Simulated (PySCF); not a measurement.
ClGeH3N2, BGeH4O, GeH3O3, AlGeH3O2 and others (calculated)

Calculation on a computer-drawn molecule: the log of a Hartree-Fock and frozen-core CCSD(T) single point meant for a local Hartree-Fock minimum, with one planted fault or none, to be diagnosed. Offsets are logged minus clean, where the clean run is the same molecule without the fault. The reference is restricted for singlets and unrestricted otherwise, and also for a bond in bohr or an excited solution. Adding or removing an electron swaps singlet and doublet. The excited solution moves the top pair (singlet) or top alpha electron (doublet) to the lowest empty orbital. Highest occupied and lowest empty are orbital energies over both spins, largest force is the largest gradient component, triples share is (T) over the correlation energy, the T1 limit is 0.02 restricted and 0.045 unrestricted, electrons count all cores, a negative frequency is imaginary (commonest isotopes), and the dipole is about the centre of nuclear charge; on germanium a core potential holds 10 electrons, which the energies leave out, and 3d is frozen in MP2 and coupled-cluster steps. Program: PySCF 2.14.0.

Common to all runs: logged SCF converged yes; possible faults no fault, one electron removed, one electron added, multiplicity raised by two, geometry at a saddle point, SCF held on an excited solution, minimal basis STO-3G, one bond length entered in bohr, all coordinates scaled.

```yaml
- entry: 1
  formula: ClGeH3N2
  logged_structure:
    atoms_angstrom:
      - ["N", -1.6258, -2.4945, 0.8972]
      - [Ge, -0.8058, -2.4246, -0.5646]
      - ["N", -0.3832, -1.1574, -1.7424]
      - [Cl, 0.0786, -4.2028, -1.3365]
      - [H, -1.9917, -1.5867, 1.1559]
      - [H, -0.8704, -0.2816, -1.727]
      - [H, -0.064, -1.4134, -2.6574]
  given:
    meant_charge: 0
    meant_multiplicity: 1
    meant_basis: "cc-pV(D+d)Z"
    meant_basis_and_core_potential_on_germanium: "cc-pVDZ-PP ECP10MDF"
    logged_electrons: 66
    logged_basis_functions: 89
    logged_spin_squared: 0.0
    "logged_highest_occupied [eV]": -4.412
    "logged_lowest_empty [eV]": -3.3697
    "logged_largest_force [hartree/bohr]": 0.26406
    logged_CC_converged: "no"
    "logged_dipole_magnitude [debye]": 4.5129
    logged_SCF_stable_within_its_kind: "no"
    "logged_energy_HF [hartree]": -863.09191
    drawn_bonds_atom: [1, 2, 2, 1, 3, 3]
    drawn_bonds_other_atom: [2, 3, 4, 5, 6, 7]
    drawn_bonds_order: [2, 1, 1, 1, 1, 1]
  results:
    planted_fault: "SCF held on an excited solution"
    "HF_energy_offset_from_clean_run [kcal/mol]": 275.3
  notes: ["CCSD not converged"]
- entry: 2
  formula: BGeH4O
  logged_structure:
    atoms_angstrom:
      - [O, -0.4785, -1.0995, -2.613]
      - [B, -0.8271, 0.7084, -1.1098]
      - [Ge, 0.2489, 0.8373, 0.8128]
      - [H, -1.5828, 1.6847, -1.2325]
      - [H, -0.6603, 0.8815, 2.0952]
      - [H, 1.1093, 2.1367, 1.0229]
      - [H, 1.266, -0.2955, 1.1656]
  given:
    meant_charge: -1
    meant_multiplicity: 1
    meant_basis: aug-cc-pVDZ
    meant_basis_and_core_potential_on_germanium: "aug-cc-pVDZ-PP ECP10MDF"
    logged_electrons: 50
    logged_basis_functions: 114
    logged_spin_squared: 1.6515
    "logged_highest_occupied [eV]": -2.0601
    "logged_lowest_empty [eV]": 3.8263
    "logged_largest_force [hartree/bohr]": 0.021367
    logged_T1_diagnostic: 0.08727
    logged_D1_diagnostic: 0.37878
    logged_triples_share: 0.048263
    logged_CC_converged: "yes"
    "logged_dipole_magnitude [debye]": 3.9866
    logged_SCF_stable_within_its_kind: "yes"
    "logged_energy_HF [hartree]": -395.11182
    "logged_energy_CCSD(T) [hartree]": -395.53994
    drawn_bonds_atom: [1, 2, 2, 3, 3, 3]
    drawn_bonds_other_atom: [2, 3, 4, 5, 6, 7]
    drawn_bonds_order: [1, 1, 1, 1, 1, 1]
  results:
    planted_fault: "one bond length entered in bohr, row 1 of the drawn bonds"
    "HF_energy_offset_from_clean_run [kcal/mol]": 119.2
    "CCSD(T)_energy_offset_from_clean_run [kcal/mol]": 140.5
  notes: ["T1 above single-reference limit"]
- entry: 3
  formula: GeH3O3
  logged_structure:
    atoms_angstrom:
      - [O, 0.2171, -2.9435, -0.7534]
      - [Ge, 1.071, -2.2615, 0.3576]
      - [O, 1.6097, -0.7199, -0.095]
      - [O, 0.1885, -1.9937, 1.7792]
      - [H, 2.2769, -2.8624, 0.8637]
      - [H, 1.1992, -0.5081, -0.8432]
      - [H, -0.6544, -2.1703, 1.6017]
  given:
    meant_charge: -1
    meant_multiplicity: 1
    meant_basis: aug-cc-pVDZ
    meant_basis_and_core_potential_on_germanium: "aug-cc-pVDZ-PP ECP10MDF"
    logged_electrons: 60
    logged_basis_functions: 128
    logged_spin_squared: 0.0
    "logged_highest_occupied [eV]": -5.3124
    "logged_lowest_empty [eV]": 4.1717
    "logged_largest_force [hartree/bohr]": 0.097982
    logged_T1_diagnostic: 0.017556
    logged_D1_diagnostic: 0.047347
    logged_triples_share: 0.029359
    logged_CC_converged: "yes"
    "logged_dipole_magnitude [debye]": 1.8919
    logged_SCF_stable_within_its_kind: "yes"
    "logged_energy_HF [hartree]": -519.7772
    "logged_energy_CCSD(T) [hartree]": -520.52247
    drawn_bonds_atom: [1, 2, 2, 2, 3, 4]
    drawn_bonds_other_atom: [2, 3, 4, 5, 6, 7]
    drawn_bonds_order: [1, 1, 1, 1, 1, 1]
  results:
    planted_fault: "all coordinates scaled, by -6.8 %"
    "HF_energy_offset_from_clean_run [kcal/mol]": 29.2
    "CCSD(T)_energy_offset_from_clean_run [kcal/mol]": 45.35
- entry: 4
  formula: AlGeH3O2
  logged_structure:
    atoms_angstrom:
      - [O, 2.1409, -0.5983, -2.3303]
      - [Al, 0.6111, -1.0794, -1.8027]
      - [O, 0.1282, -0.6074, -0.2714]
      - [Ge, -0.092, 0.06, 1.3564]
      - [H, 2.5554, -0.7834, -3.1557]
      - [H, -0.3237, -1.9518, -2.7119]
      - [H, -0.7218, 1.4606, 0.8998]
  given:
    meant_charge: 0
    meant_multiplicity: 1
    meant_basis: "cc-pV(D+d)Z"
    meant_basis_and_core_potential_on_germanium: "cc-pVDZ-PP ECP10MDF"
    logged_electrons: 65
    logged_basis_functions: 89
    logged_spin_squared: 0.7649
    "logged_highest_occupied [eV]": -0.30065
    "logged_lowest_empty [eV]": 6.3915
    "logged_largest_force [hartree/bohr]": 0.07433
    logged_T1_diagnostic: 0.018632
    logged_D1_diagnostic: 0.059267
    logged_triples_share: 0.022975
    logged_CC_converged: "yes"
    "logged_dipole_magnitude [debye]": 6.7186
    logged_SCF_stable_within_its_kind: "yes"
    "logged_energy_HF [hartree]": -686.87609
    "logged_energy_CCSD(T) [hartree]": -687.43607
    drawn_bonds_atom: [1, 2, 3, 1, 2, 4]
    drawn_bonds_other_atom: [2, 3, 4, 5, 6, 7]
    drawn_bonds_order: [1, 1, 1, 1, 1, 1]
  results:
    planted_fault: "one electron added"
    "HF_energy_offset_from_clean_run [kcal/mol]": 8.837
    "CCSD(T)_energy_offset_from_clean_run [kcal/mol]": 4.624
- entry: 5
  formula: AlClGeH3O
  logged_structure:
    atoms_angstrom:
      - [O, 2.241, -0.3474, 0.9113]
      - [Al, 0.6226, -0.2209, 0.4906]
      - [Cl, -0.7531, -1.646, 1.2315]
      - [Ge, -0.0848, 1.477, -1.0927]
      - [H, 2.6788, -0.9806, 1.456]
      - [H, 0.7805, 2.7253, -1.2756]
      - [H, -1.5668, 1.8527, -1.1549]
  given:
    meant_charge: 0
    meant_multiplicity: 2
    meant_basis: "cc-pV(D+d)Z"
    meant_basis_and_core_potential_on_germanium: "cc-pVDZ-PP ECP10MDF"
    logged_electrons: 72
    logged_basis_functions: 98
    logged_spin_squared: 0.0
    "logged_highest_occupied [eV]": -16.554
    "logged_lowest_empty [eV]": -6.9702
    "logged_largest_force [hartree/bohr]": 0.052559
    logged_T1_diagnostic: 0.015517
    logged_D1_diagnostic: 0.053289
    logged_triples_share: 0.023069
    logged_CC_converged: "yes"
    "logged_dipole_magnitude [debye]": 5.2945
    logged_SCF_stable_within_its_kind: "yes"
    "logged_energy_HF [hartree]": -1071.25724
    "logged_energy_CCSD(T) [hartree]": -1071.76169
    drawn_bonds_atom: [1, 2, 2, 1, 4, 4]
    drawn_bonds_other_atom: [2, 3, 4, 5, 6, 7]
    drawn_bonds_order: [1, 1, 1, 1, 1, 1]
  results:
    planted_fault: "one electron removed"
    "HF_energy_offset_from_clean_run [kcal/mol]": 177.2
    "CCSD(T)_energy_offset_from_clean_run [kcal/mol]": 182.8
- entry: 6
  formula: AlGeH3NO
  logged_structure:
    atoms_angstrom:
      - [O, 3.9112, -0.4674, -0.5024]
      - [Al, 2.3309, -0.4347, -0.2586]
      - ["N", 0.699, -0.4012, -0.0061]
      - [Ge, -0.9677, -0.3658, 0.2524]
      - [H, 4.8399, -0.4861, -0.6478]
      - [H, -1.9342, -0.7709, -0.8397]
      - [H, -1.5404, 0.0717, 1.5835]
  given:
    meant_charge: 1
    meant_multiplicity: 1
    meant_basis: "cc-pV(D+d)Z"
    meant_basis_and_core_potential_on_germanium: "cc-pVDZ-PP ECP10MDF"
    logged_electrons: 62
    logged_basis_functions: 89
    logged_spin_squared: 0.0
    "logged_highest_occupied [eV]": -15.253
    "logged_lowest_empty [eV]": -3.5896
    "logged_largest_force [hartree/bohr]": 3.5292e-05
    "logged_lowest_frequency [cm^-1]": 67.872
    logged_T1_diagnostic: 0.018572
    logged_D1_diagnostic: 0.055298
    logged_triples_share: 0.028236
    logged_CC_converged: "yes"
    "logged_dipole_magnitude [debye]": 2.3072
    logged_SCF_stable_within_its_kind: "yes"
    "logged_energy_HF [hartree]": -666.15801
    "logged_energy_CCSD(T) [hartree]": -666.6732
    drawn_bonds_atom: [1, 2, 3, 1, 4, 4]
    drawn_bonds_other_atom: [2, 3, 4, 5, 6, 7]
    drawn_bonds_order: [1, 2, 1, 1, 1, 1]
  results:
    planted_fault: "no fault"
    "HF_energy_offset_from_clean_run [kcal/mol]": 0.0
    "CCSD(T)_energy_offset_from_clean_run [kcal/mol]": 0.0
```
